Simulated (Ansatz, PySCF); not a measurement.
Gas-phase reaction R1 + R2 → P1, each structure at its B3LYP-D3(BJ)/def2-SVP stationary point, reached from a drawn start (curvature not checked).
R1: HInO (SMILES [OH][In]), charge 0, multiplicity 1.
P1, HInO3 (SMILES [OH][In]1[O][O]1) (charge 0, multiplicity 1):
```csv
atom,x (Å),y (Å),z (Å)
In,0.0000,0.1278,0.1289
O,0.0000,0.1660,-1.8461
H,0.0000,-0.7314,-2.2148
O,0.8102,0.2188,1.9660
O,-0.8102,0.2188,1.9660
```
R2, O2 (SMILES O=O) (charge 0, multiplicity 3):
```xyz
2

O      0.00000     0.00000     0.59999
O      0.00000     0.00000    -0.59999
```

```csv
level,reaction energy (kcal/mol),cost
HF/def2-TZVPPD,65.50,-
HF/def2-QZVPPD,65.09,-
PBE-D3(BJ)/def2-TZVPPD,24.95,×1
PBE-D4/def2-TZVPPD,24.67,×1
BLYP/def2-TZVPPD,29.20,×1
BLYP-D3(BJ)/def2-TZVPPD,27.99,×1
BLYP-D4/def2-TZVPPD,27.56,×1
B3LYP/def2-TZVPPD,34.58,×1
B3LYP-D3(BJ)/def2-TZVPPD,33.55,×1
PBE0/def2-TZVPPD,33.44,×1
PBE0-D4/def2-TZVPPD,32.76,×1
M06-2X/def2-TZVPPD,28.57,-
wB97X-V/def2-TZVPPD,29.57,×3
MP2/def2-TZVPPD,8.49,-
"MP2/CBS(def2-TZVPPD, def2-QZVPPD)",4.71,-
SCS-MP2/def2-SVPD,15.89,-
CCSD/def2-SVPD,31.76,-
CCSD/def2-TZVPPD,23.61,-
CCSD(T)/def2-QZVPPD,14.82,×50*
"CCSD(T)/CBS(def2-TZVPPD, def2-QZVPPD)",13.74,×60*
```

P less R. No zero-point or thermal terms; singlets are restricted closed shells; open shells are unrestricted; no spin–orbit coupling. One arrangement of each flexible species, with no search for the lowest.

Correlated levels freeze the cores. In cc and def2 sets filled d and f shells under p-block atoms count as core. CBS: X⁻³ extrapolation of the correlation energy, Hartree–Fock from the larger set.

Programs: Ansatz (a program for electronic structure); PySCF for M06-2X and the D3/D4 terms. All values are computed, each at the level named. Elements past Kr take the def2 small-core potentials, without spin–orbit coupling.

Costs are rough ratios of core time to PBE/def2-TZVPPD (about 5 s over the structures, on one shared machine); a dash marks a level with no comparable run of its own. A star marks coupled-cluster runs past 200 virtual orbitals, where the program's memory plan changes under this machine's limit, so their costs aren't comparable with smaller runs.
